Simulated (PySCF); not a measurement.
# MH for M along the fifth-period p block

r²SCAN with double-zeta basis sets in PySCF, for the lowest determinant that a PBE0 search found; no spin–orbit coupling. De refers to high-spin ground-configuration atoms. A positive dipole means M(−)H(+).

| M | basis | state (unpaired electrons) | Re (Å) | ωe (cm⁻¹) | De (eV) | μ (D) |
| --- | --- | --- | --- | --- | --- | --- |
| In | def2-SVP | singlet (closed shell) | 1.861 | 1449 | 2.64 | -0.64 |
| Sn | def2-SVP | doublet (π ↑) | 1.788 | 1700 | 2.62 | -0.42 |
| Sb | def2-SVP | triplet (π ↑↑) | 1.725 | 1918 | 2.60 | -0.10 |
| Te | aug-cc-pVDZ-PP/aug-cc-pVDZ | doublet (π ↑) | 1.668 | 2130 | 2.93 | 0.15 |
| I | x2c-SVPall | singlet (closed shell) | 1.616 | 2332 | 3.37 | 0.66 |

The shortest bond is that of HI (1.616 Å), the longest that of InH (1.861 Å).

The rows differ in basis set, which adds steps of its own.

The state changes along the series, so neighbouring rows are not always alike in their bonding.

These are scalar-relativistic numbers at best; spin–orbit coupling would shift them, the dissociation energy most. States were picked by a PBE0 search and need not be the measured ground states.
